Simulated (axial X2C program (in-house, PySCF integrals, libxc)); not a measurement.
# GaB⁻: from the spin-free to the two-component result

Calculated with an axial X2C code built on PySCF integrals. Spin-free means the one-electron spin-free X2C Hamiltonian; two-component (2c) means X2C with spin–orbit coupling and atomic mean-field two-electron Coulomb and Gaunt terms, so the difference of the two also holds small scalar two-electron terms. Basis: Ga dyall-acv3z [10s10p8d5f1g], B dyall-av3z [8s7p3d2f] (cores contracted in-house); Gaussian nuclei, density fitting, unrestricted open shells. Masses: Ga 68.926 u, B 11.009 u.

Spin-free state: M_S = 3/2, Λ = 0 (beyond evenly filled blocks: σα, π+α, π-α); fragments Ga + B-.

```tsv
level	Re (Å)	ωe (cm⁻¹)	μ (D)
PBE0	2.062	528.9	-3.78
PW91	2.076	501.8	-3.78
```

Dipoles are positive if B is the positive end and refer to the centre of mass.

Two-component determinant lowest at the distance of the search:

Ω = 3/2 (⟨Sz⟩ = 1.50, ⟨Lz⟩ = 0.00 at PBE0); fragments Ga + B-.

```tsv
level	Re (Å)	ωe (cm⁻¹)	μ (D)
PBE0	2.062	528.6	-3.78
PW91	2.076	501.5	-3.78
```

(1) From the two tables, how do the constants change at the PBE0 level (2c against spin-free)?

Occupations by symmetry block were frozen at the best pattern of an incomplete PBE0 search. De is not given where an atomic determinant may have missed its ground term or J level, or where the truncated virtual space spoils (T). Density functionals use the spin component along the axis (collinear). Other states lie close and PBE0, whose exact exchange favours high spin, may order them wrongly; the determinant shown need not be the ground state. The nearest other spin-free determinant of the search, M_S = 1/2, Λ = 0, lies 0.27 eV up at the distance of the search. The functionals have no current-density term, which raises determinants with orbital currents, atoms included. With several unpaired electrons one determinant need not be a pure state. The highest occupied level of some functionals is positive through self-interaction error; at Hartree–Fock it is bound. This is the top spin component of a Σ state; components of lower Ω are not single determinants and can lie lower.

Answers

(1) At the PBE0 level Re is unchanged within 0.001 Å and ωe drops by 0.3 cm⁻¹.
